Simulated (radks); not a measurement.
Valence configurations of B II (all share [He]). All-electron calculation, scalar-relativistic Kohn-Sham, PBEsol, spin-polarised, spherical densities, point nucleus; open shells are filled with parallel spins first. Program: a radial shooting solver on a logarithmic mesh with Libxc functionals. Energies are relative to 2s2; eigenvalues in eV for spin up.

| valence | E (eV) | moment (Bohr magnetons) | e(2p) | e(2s) |
|---|---|---|---|---|
| 2s2 | 0.000 | 0 | - | -19.378 |
| 2s1 2p1 | 4.143 | 2 | -14.483 | -20.700 |
| 2p2 | 10.326 | 2 | -14.548 | - |
| 2s0.5 2p1.5 | 7.243 | 2 | -14.519 | -20.703 |
| 2s1.5 2p0.5 | 2.602 | 1 | -14.018 | -20.200 |

NIST lists [He] 2s2 as the ground configuration; this level of theory agrees among the configurations tried. The energies are those of spherical high-spin densities, not of single terms.
